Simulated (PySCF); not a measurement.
Numbering as in the mapped SMILES `[CH:1]#[C:2][CH2:3][Si@:4]1([F:5])[CH2:6][C@@H:7]([C:8]#[N:9])[CH2:10]1`; H(Xn) means a hydrogen on atom n. Ha(C6), Ha(C10) are cis to C8 on the ring; Hb(C6), Hb(C10) are trans to C8 on the ring.

Fast rotation and ring inversion assumed for equivalent nuclei, a single conformation, no relativistic terms, gas phase. Shieldings: GIAO PBE0/pcSseg-1; geometry from GFN2-xTB; PySCF.

Referencing at the same level of theory: $^{13}$C (σ = 186.93 ppm) against TMS.

Q: Do the $^{13}$C shifts follow the atomic charges (in e)? Tabulate both.

A: 
```
 atoms  hybridisation  δ (ppm)  σ para (ppm)  Hirshfeld    IAO  Mulliken  ESP-fitted
    C8             sp    128.1          -201      +0.08  +0.14     +0.14       +0.22
    C2             sp     81.2          -158      -0.04  -0.03     +0.13       +0.20
    C1             sp     75.1          -146      -0.12  -0.26     -0.35       -0.54
C6/C10            sp3     32.9          -102      -0.16  -0.57     -0.49       -0.62
    C7            sp3     14.5           -79      -0.00  -0.14     -0.31       +0.32
    C3            sp3      7.8           -76      -0.14  -0.58     -0.49       -0.63
```

Correlation coefficients of δ with charge over these carbons: Hirshfeld +0.61, IAO +0.77, Mulliken +0.82, ESP-fitted +0.39; with the paramagnetic shielding -1.00. With so few points, grouped by hybridisation, these coefficients are fragile. Charge is one influence among several: hybridisation and low-lying excitations act through the paramagnetic term.

Shifts are as computed. Against solution values, carbons near 30 ppm lie about +3 ppm off and those near 130 ppm about +5 ppm. Of 1211 compounds with measured shifts, 218 miss one by over three times the rms of a fit or turn the order of signals round; such compounds aren't used in these exercises.
